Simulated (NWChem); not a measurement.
System: AlN₂H₄Br; SMILES [NH2][Al]([NH2])[Br]

```xyz
8

Al     0.0000     0.0000    -0.9382
Br     0.0000     0.0000     1.3252
N      0.0000     1.5558    -1.7710
H      0.0000     1.6942    -2.7746
H      0.0000     2.4500    -1.2945
N      0.0000    -1.5558    -1.7710
H      0.0000    -1.6942    -2.7746
H      0.0000    -2.4500    -1.2945
```
Atoms are numbered in this order, from 1.

All runs: NWChem. Pople sets run with spherical d functions. Coordinates come from a PBE0/def2-SVP optimisation. GIAO values for the isolated, static molecule; σ is the absolute isotropic shielding, δ = σ(reference) − σ with the isolated reference molecule computed at the same levels (1H: tetramethylsilane, 15N: ammonia). Spin-orbit effects, on the heavy nuclei and on their neighbours, are missing.

What does the run give for B3LYP/6-31G*? Quantities: σ Al1 (ppm); σ Br2 (ppm); δ N3 (ppm); δ H4 (ppm); δ H5 (ppm).


```
Property     Result
-----------  ------
σ Al1 (ppm)   458.3
σ Br2 (ppm)  2905.6
δ N3 (ppm)     11.3
δ H4 (ppm)    -0.28
δ H5 (ppm)    -0.20
```
